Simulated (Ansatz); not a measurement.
`F[SiH](F)[SiH](Cl)Cl` → `F[SiH](F)Cl` + `[SiH]Cl`  (silylene formation by 1,1-elimination)

Isolated molecules relaxed with PBE0-D4/def2-TZVP in Ansatz; ΔE leaves out vibrations. CBS: MP2 limit from def2 TZ/QZ plus the TZ coupled-cluster correction, frozen cores. This one scheme is used for every species. DFT in def2-TZVPP. B3LYP here is the variant with VWN-RPA as its local correlation; programs differ in this. HSE06 is defined as in plane-wave codes. Each species was taken in one conformer, which may not be the lowest.

`F[SiH](F)[SiH](Cl)Cl`:

Cartesian coordinates in Å:
```
F 0.722 1.625 -1.465
Si 1.022 0.421 -0.473
F 1.979 0.972 0.669
Si -0.992 -0.298 0.493
Cl -0.543 -1.834 1.770
Cl -2.188 -0.980 -1.023
H 1.741 -0.634 -1.219
H -1.742 0.729 1.249
```

`F[SiH](F)Cl`:

Cartesian coordinates in Å:
```
F 1.485 0.360 -0.443
Si -0.012 0.005 -0.098
F -0.833 1.352 -0.094
Cl -0.086 -0.814 1.745
H -0.554 -0.903 -1.111
```

`[SiH]Cl`:

Z-matrix (Å, degrees):
```
Si
Cl 1 2.077
H 1 1.529 2 94.7
```

| level | ΔE (kJ/mol) | difference from CCSD(T)/CBS |
| --- | --- | --- |
| PBE-D4 | 177.9 | 10.5 |
| B3LYP-D4 | 166.2 | -1.2 |
| HSE06-D4 | 184.8 | 17.4 |
| BHLYP-D4 | 175.4 | 8.0 |
| B2PLYP | 158.0 | -9.4 |
| PBE-QIDH | 182.6 | 15.2 |
| r2SCAN | 182.1 | 14.7 |
| PBE0 | 175.3 | 7.9 |
| r2SCANh | 182.5 | 15.1 |
| HSE06 | 175.2 | 7.8 |
| BHLYP | 158.7 | -8.7 |
| CCSD(T)/def2-SVP | 147.3 | -20.1 |
| MP2/def2-TZVPP | 173.2 | 5.8 |
| CCSD(T)/def2-TZVPP | 159.1 | -8.3 |
| HF/def2-QZVPP | 146.6 | -20.8 |
| MP2/CBS(def2) | 181.5 | 14.1 |
| CCSD(T)/CBS | 167.4 | 0 |

Largest T1 diagnostic among the species: 0.013.

From PBE to PBE0 (25 % exact exchange), in def2-TZVPP and without D4, ΔE moves by +8.4 kJ/mol. At CCSD(T), def2-SVP lies −20.1 kJ/mol from the extrapolated value and def2-TZVPP −8.3 kJ/mol.
